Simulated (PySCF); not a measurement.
Spin states of CsNa⁺

Unrestricted PBE0; Cs def2-SVPD with ECP46, Na def2-SVPD; scalar-relativistic core potentials (PySCF 2.14). Outer shells of the fragments: Cs+ closed shells only; Na 3s1.

Followed along the bond (rough minima from three points):

```json
{"2Ms+1": "2", "unpaired": "σ ↑", "⟨S²⟩ at the start": "0.75", "R at minimum (Å)": "4.56", "Te (eV)": "0.00"}
```

Solutions found at the starting distance of 3.880 Å, counted from the lowest of them; the search is not exhaustive and high or unbound solutions are not listed, so other states can lie among these:

```
2Ms+1  unpaired  term  E (eV)  ⟨S²⟩  ⟨Lz²⟩  μ (D)
    2       σ ↑   ²Σ⁺    0.00  0.75   0.00   2.65
    2       π ↑    ²Π    2.24  0.75   1.00   2.39
    2       δ ↑    ²Δ    3.95  0.75   4.00  14.90
```

A term symbol is given only where ⟨S²⟩ and ⟨Lz²⟩ are close to those of a pure state; real π, δ and φ orbitals otherwise mix terms. A positive dipole points towards Na; it is taken about the centre of mass and depends on that origin.

Spin–orbit coupling is left out. Counting both spins, an empty level lies below a filled one in some of these solutions, because spin and occupation are held.
